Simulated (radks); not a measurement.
The numbers below are computed, except where a source is named.
Problem. The mean radii <r> (bohr) of the occupied orbitals of an atom or ion are listed with their occupations. Code: a radial shooting solver on a logarithmic mesh with Libxc functionals. Model: Dirac Kohn-Sham, exchange-only PBE, spin-unpolarised, spherical densities, finite nucleus; Fermi nuclear charge, rms radius of each element as measured or else 0.836 A^(1/3) + 0.57 fm.

orbital  occ.      <r>
1s1/2       2  0.02074
2s1/2       2  0.08741
2p1/2       2  0.07279
2p3/2       4  0.07992
3s1/2       2   0.2262
3p1/2       2   0.2156
3p3/2       4   0.2283
3d3/2       4   0.2006
3d5/2       6   0.2045
4s1/2       2   0.4591
4p1/2       2   0.4571

Name the element and its charge. Open shells, if any, fill j = l - 1/2 first.

Solution. Z = 67, holmium, charge +35: Ho35+ in [Ar] 3d10 4s2 4p2. The 1s radius gives Z: for a bare nucleus <r> = (2 gamma + 1)/(2Z) with gamma = sqrt(1 - (Z/c)^2), 0.02048 bohr for Z = 67, and screening makes it slightly larger (0.02074 here). The occupations add up to 32, and the charge is Z minus that.
